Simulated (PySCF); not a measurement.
Run record: geometry optimisation, `O=C([O-])c1ccc2c(c1)C2`.

Computed with PBE0-D3(BJ)/def2-SVP geometry optimisation, gas phase (PySCF 2.14.0). Start geometry: GFN2-xTB. A driver script takes a list of jobs; this job's settings line and coordinates (Å) are shown.

Input:
```
{"job": {"xc": "PBE0", "basis": "def2-SVP", "d3": "d3bj", "grid": 1, "kind": "geom"}, "charge": -1, "multiplicity": 1}
O      3.379147    -0.598971     0.283329
C      2.469363    -0.957071    -0.477406
O      2.517371    -1.713816    -1.457134
C      1.051145    -0.368250    -0.155289
C      0.897123     0.487259     0.925116
C     -0.333454     1.065255     1.293376
C     -1.351349     0.695188     0.474809
C     -1.205116    -0.153097    -0.600413
C     -0.036853    -0.728019    -0.979350
C     -2.571335     0.384546    -0.325069
H      1.787053     0.706001     1.499570
H     -0.421806     1.728424     2.146593
H      0.121715    -1.399479    -1.810814
H     -3.329564    -0.273426     0.095549
H     -2.986704     1.149424    -0.978598
```

Problem. Give the output.

Solution. 
```
step   0  E = -457.43506274  max force = 0.026275
step   1  E = -457.43812043  max force = 0.003592
step   2  E = -457.43817349  max force = 0.001838
step   3  E = -457.43816523  max force = 0.002595
step   4  E = -457.43820052  max force = 0.000703
step   5  E = -457.43819103  max force = 0.000866
step   6  E = -457.43820577  max force = 0.000468
step   7  E = -457.43820322  max force = 0.000800
step   8  E = -457.43819840  max force = 0.001264
step   9  E = -457.43820429  max force = 0.000951
step  10  E = -457.43820896  max force = 0.000524
step  11  E = -457.43821201  max force = 0.000195
optimisation converged
```

Energies in Eh; «max force» is the largest Cartesian gradient component in Eh/bohr.

Problem. Give the first gradient maximum in eV/Å.

Solution. With 1 Eh/bohr = 51.422 eV/Å, 1.351 eV/Å.

Problem. How much energy does the optimisation release, in kcal/mol?

Solution. E(step 0) − E(last step) = 0.003149 Eh, which is 2.0 kcal/mol.

Main results: final energy -457.43821 Eh after 11 steps.

Problem. Give the final coordinates.

Solution. 0.027 Å rms from the input after alignment:
```
atom  x, y, z in Å
O1     3.4352   -0.6655    0.7071
C2     2.5412   -1.0487   -0.0700
O3     2.5845   -1.8764   -0.9994
C4     1.1490   -0.3948    0.1518
C5     0.9761    0.5330    1.1937
C6    -0.2519    1.1634    1.4694
C7    -1.2701    0.7850    0.6128
C8    -1.1092   -0.1021   -0.3918
C9     0.0761   -0.7469   -0.6917
C10   -2.4742    0.4803   -0.2187
H11    1.8774    0.7306    1.7820
H12   -0.3553    1.8796    2.2915
H13    0.2701   -1.4767   -1.4816
H14   -3.2902   -0.1366    0.1975
H15   -2.8518    1.2293   -0.9373
```

Hardware: one thread, x86-64 server (shared host). Cost: 1.9 min of wall time.
Labels such as C1 count atoms from 1, the log's own numbers from 0.
